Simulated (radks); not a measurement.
Ti3+, 19 electrons, occupied as [Ar] 4p1 (not the ground configuration). Method: non-relativistic Kohn-Sham, SCAN, spin-polarised, spherical densities, point nucleus; open shells are filled with parallel spins first; meta-GGA in the generalised Kohn-Sham scheme; computed with a radial shooting solver on a logarithmic mesh with Libxc functionals.

Normalised radial functions P(r) = r R(r), r in bohr:

r         3p down
0.008505   0.0080
0.01107    0.0133
0.01442    0.0217
0.01878    0.0350
0.02445    0.0558
0.03184    0.0873
0.04146    0.1335
0.05398    0.1976
0.07029    0.2810
0.0908     0.3762
0.1182     0.4739
0.154      0.5415
0.2005     0.5341
0.261      0.4022
0.3399     0.1189
0.4426    -0.2876
0.5763    -0.7167
0.7504    -1.0128
0.9694    -1.0536
1.262     -0.8430
1.644     -0.5095
2.14      -0.2226
2.787     -0.0658
3.629     -0.0119
4.725     -0.0011
6.153     0.0000
8.012     0.0000

3p down: eigenvalue -79.842 eV, 1 radial node at r = 0.370 bohr, <r> = 1.03 bohr, 90 % of the charge inside 1.57 bohr.
